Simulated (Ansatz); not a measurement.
CH7AlClNSi at its PBE0-D4/def2-TZVP geometry, where that method's forces vanish. Total charge 0; spin multiplicity 1. The bonds changed during the relaxation, so this is another structure than the one it started from.

```xyz
12

N     0.0072   -2.0642   -1.2892
Si    0.7138   -0.7602   -0.4331
C    -0.3640    0.2312    0.7262
Al   -0.0788    2.1422    1.1065
Cl   -1.7680    1.0127   -0.2277
H    -0.5195   -1.8990   -2.1308
H    -0.2996   -2.9003   -0.8204
H     1.7831   -1.2979    0.4523
H     1.2521    0.1809   -1.4454
H    -0.8499   -0.3457    1.5138
H     0.8838    2.9520    0.1482
H    -0.7600    2.7482    2.3997
```

(1) What forces (eV/Å) does ωB97M-V/def2-TZVPP give on these atoms in Ansatz 0.2.0? (Best estimate.)

Answers

(1) The calculation gave: 
```
N1  -0.049 -0.030 -0.016
Si2  0.202  0.098  0.049
C3   0.072 -0.101  0.135
Al4  0.046  0.150  0.058
Cl5 -0.133  0.033 -0.114
H6   0.006 -0.018  0.015
H7   0.000  0.012 -0.024
H8  -0.112  0.053 -0.099
H9  -0.066 -0.090  0.105
H10  0.055  0.048 -0.070
H11 -0.095 -0.088  0.098
H12  0.074 -0.067 -0.136
```
